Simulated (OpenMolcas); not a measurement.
V3+: ligand-field states by method

V3+ with 4 ligands (ammonia) in square-planar coordination (Ci) at 1.93 Å. Ligand basis ANO-RCC-VDZP.

| Property | Result |
| --- | --- |
| Program | OpenMolcas 26.06 |
| Basis | ANO-RCC-VDZP [5s4p2d1f] |
| Scalar Hamiltonian | DKH2, point nucleus |
| Active space | 2 electrons in 5 orbitals (3d) |
| State averaging | 2S+1 = 3 even, 10 roots; 2S+1 = 1 even, 15 roots |
| Spin-orbit coupling | RASSI with atomic mean-field integrals over the reference wave functions |

I. CASSCF
II. SS-CASPT2, IPEA 0.25 Eh, imaginary shift 0.1 Eh (closed shells correlated: 3s 3p and the ligand valence shells)

Spin-free states in cm-1, each column counted from its own energy of the first state listed:

```tsv
State	Degeneracy	I	II
2S+1 = 3	1	0	0
2S+1 = 3	1	799	550
2S+1 = 3	1	1253	1010
2S+1 = 3	1	3268	2410
2S+1 = 3	1	9883	7780
2S+1 = 3	1	9937	7750
2S+1 = 1	1	11579	7660
2S+1 = 1	1	13279	10310
2S+1 = 1	1	14495	10820
2S+1 = 1	1	14927	11310
2S+1 = 1	1	15819	12860
2S+1 = 1	1	18420	13840
2S+1 = 1	1	18660	15150
2S+1 = 1	1	18774	15210
2S+1 = 1	1	19091	14520
2S+1 = 3	1	36491	39170
2S+1 = 1	1	39140	30820
2S+1 = 3	1	39367	41140
2S+1 = 3	1	39627	41390
2S+1 = 1	1	50032	49980
```

From I to II, I's first state of the same spin (2S+1 = 3) moves from 799 to 550 cm-1, by about -250 cm-1.

From I to II, I's first state of another spin (2S+1 = 1) moves from 11579 to 7660 cm-1, by about -3900 cm-1.

χT at 300 K: I 0.92, II 0.91 cm3 K/mol.

The least metal-like active orbital is 78 % on the metal (Löwdin) and no ligand orbital is active, so the numbers are rough. Ligand-to-metal charge-transfer states are missing. With no ligand orbital active B as a rule stays too high, so bands that hang on it stand too high and its fall with covalency is understated. Without dynamic correlation the repulsion within the d shell is too large (B by tens of per cent), so at a given field states of lower spin stand too high (holds for I). With metal d orbitals alone the field can be off either way by tens of per cent (holds for I). No measured value stands beside these numbers; the geometry is a model, was not optimised and need not be the one that this ion takes.
